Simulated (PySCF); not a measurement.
Species: [OsO4]2- (charge -2 and triplet state).
Bonds: Os1–O2, Os1–O3, Os1–O4, Os1–O5.

Level of theory: PBE0-D3(BJ)/def2-SVP geometry optimisation, gas phase, def2 core potentials past Kr in PySCF 2.14.0.

(1) How far are the bound atoms from Os1?

(2) List the angles at Os1.

(3) What is the shape at Os1?

(4) What are the rotational constants (commonest isotopes, rigid rotor)?

## Answers

(1) 4 atoms: O2 1.804 Å, O3 1.804 Å, O5 1.804 Å, O4 1.804 Å.

(2) 
```json
{"angle": "O4–Os1–O5", "degrees": "109.6", "distance of the outer atoms (Å)": "2.95"}
{"angle": "O2–Os1–O5", "degrees": "109.5", "distance of the outer atoms (Å)": "2.95"}
{"angle": "O2–Os1–O3", "degrees": "109.5", "distance of the outer atoms (Å)": "2.95"}
{"angle": "O2–Os1–O4", "degrees": "109.5", "distance of the outer atoms (Å)": "2.95"}
{"angle": "O3–Os1–O5", "degrees": "109.4", "distance of the outer atoms (Å)": "2.94"}
{"angle": "O3–Os1–O4", "degrees": "109.3", "distance of the outer atoms (Å)": "2.94"}
```

(3) Tetrahedral: angles from 109.3° to 109.6°; τ4 = (360° − α − β)/141° = 1.00 with α and β the two widest (0 for a square, 1 for a tetrahedron).

(4) A = 3645, B = 3642, C = 3637 MHz: a spherical top.

Point group: Td (tolerance 0.08 Å). Charge -2, triplet. ⟨S²⟩ = 2.014 (exact for a triplet: 2.00). Whether so highly charged an anion holds all its electrons in the gas phase wasn't checked; a finite basis holds them in any case. No counter-ion or solvent screens the charge of this multiply charged ion. Stationary, but not proved a minimum.

Caution for open-shell metal species: one SCF solution and one stationary point were followed, and a lower state or a bent or distorted shape isn't ruled out.
